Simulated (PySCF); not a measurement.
trans-ethylamine (C2H7N), singlet, geometry from GFN2-xTB; PySCF with DF-PBE0/aug-cc-pVDZ.

The PySCF input:
```python
from pyscf import gto, scf, dft
import numpy

mol = gto.M(
    atom='''
C     1.213476   -0.334892   -0.000539
C    -0.015114    0.579597   -0.000651
N    -1.290446   -0.114699    0.001112
H     2.125830    0.255879   -0.001908
H     1.214788   -0.970561    0.883829
H     1.213446   -0.972580   -0.883454
H     0.006256    1.221171   -0.885941
H     0.007600    1.223192    0.883138
H    -1.361863   -0.710282    0.820130
H    -1.363106   -0.712151   -0.816435
''',
    basis='aug-cc-pvdz',
    charge=0,
    spin=0,
    verbose=4,
)
print('smallest overlap eigenvalue', numpy.linalg.eigvalsh(mol.intor('int1e_ovlp'))[0])

mf = dft.RKS(mol)
mf.xc = 'pbe0'
mf = mf.density_fit(auxbasis='def2-universal-jkfit')
mf.kernel()
mf.analyze()
```

Problem. What does PySCF print? Leave out banner, timings and long lists.

Solution. 
```
PySCF version 2.14.0

[INPUT] verbose = 4
[INPUT] num. atoms = 10
[INPUT] num. electrons = 26
[INPUT] charge = 0
[INPUT] spin (= nelec alpha-beta = 2S) = 0
[INPUT] symmetry False subgroup None
[INPUT] Mole.unit = angstrom
[INPUT] Symbol           X                Y                Z      unit          X                Y                Z       unit  Magmom
[...]
nuclear repulsion = 83.1070316045299
number of shells = 59
number of NR pGTOs = 182
number of NR cGTOs = 132
basis = aug-cc-pvdz
ecp = {}
smallest overlap eigenvalue 0.00010670792071921671

******** <class 'pyscf.df.df_jk.DFRKS'> ********
method = DFRKS
initial guess = minao
damping factor = 0
level_shift factor = 0
DIIS = <class 'pyscf.scf.diis.CDIIS'>
diis_start_cycle = 1
diis_space = 8
diis_damp = 0
SCF conv_tol = 1e-09
SCF conv_tol_grad = None
SCF max_cycles = 50
direct_scf = False
XC library pyscf.dft.libxc version 7.1.2
    S. Lehtola, C. Steigemann, M. J. T. Oliveira, and M. A. L. Marques,  SoftwareX 7, 1–5 (2018)
XC functionals = pbe0
    C. Adamo and V. Barone,  J. Chem. Phys. 110, 6158 (1999)
    M. Ernzerhof and G. E. Scuseria,  J. Chem. Phys. 110, 5029 (1999)
radial grids:
    Treutler-Ahlrichs [JCP 102, 346 (1995); DOI:10.1063/1.469408] (M4) radial grids

becke partition: Becke, JCP 88, 2547 (1988); DOI:10.1063/1.454033
pruning grids: <function nwchem_prune>
grids dens level: 3
symmetrized grids: False
atomic radii adjust function: <function treutler_atomic_radii_adjust>
small_rho_cutoff = 0
Set gradient conv threshold to 3.16228e-05
Initial guess from minao.
tot grids = 110800
******** <class 'pyscf.df.df.DF'> ********
auxbasis = def2-universal-jkfit
init E= -135.08771617823
[...]
cycle= 1 E= -134.989451149231  delta_E= 0.0983  |g|= 0.37  |ddm|= 3.95
[...]
cycle= 2 E= -134.976198362113  delta_E= 0.0133  |g|= 0.45  |ddm|= 0.797
[...]
cycle= 3 E= -135.02453387666  delta_E= -0.0483  |g|= 0.0424  |ddm|= 0.405
[...]
cycle= 4 E= -135.024883219826  delta_E= -0.000349  |g|= 0.0162  |ddm|= 0.051
[...]
cycle= 5 E= -135.024943359516  delta_E= -6.01e-05  |g|= 0.0035  |ddm|= 0.0185
[...]
cycle= 6 E= -135.024946294371  delta_E= -2.93e-06  |g|= 0.000586  |ddm|= 0.00445
[...]
cycle= 7 E= -135.024946373236  delta_E= -7.89e-08  |g|= 0.000174  |ddm|= 0.000896
[...]
cycle= 8 E= -135.024946380396  delta_E= -7.16e-09  |g|= 4.01e-05  |ddm|= 0.000223
[...]
cycle= 9 E= -135.024946380838  delta_E= -4.43e-10  |g|= 3.22e-06  |ddm|= 5.03e-05
[...]
Extra cycle  E= -135.02494638084  delta_E= -1.62e-12  |g|= 3.13e-06  |ddm|= 8.75e-06
converged SCF energy = -135.02494638084
**** SCF Summaries ****
Total Energy =                        -135.024946380839765
Nuclear Repulsion Energy =              83.107031604529908
One-electron Energy =                 -345.446548700406368
Two-electron Energy =                  127.314570715036695
Two-electron Coulomb Energy =          147.547220275000257
DFT Exchange-Correlation Energy =      -20.232649559963555
HOMO-LUMO gap [eV] =                     6.726181427207873
**** MO energy ****
[...]
 ** Mulliken pop on meta-lowdin orthogonal AOs  **
 ** Mulliken pop  **
 ** Mulliken atomic charges  **
charge of    0C =     -0.34005
charge of    1C =     -0.08131
charge of    2N =     -0.50169
charge of    3H =      0.10819
charge of    4H =      0.10227
charge of    5H =      0.10227
charge of    6H =      0.10240
charge of    7H =      0.10240
charge of    8H =      0.20276
charge of    9H =      0.20276
Dipole moment(X, Y, Z, Debye):  0.97878, -0.84263,  0.00022
```
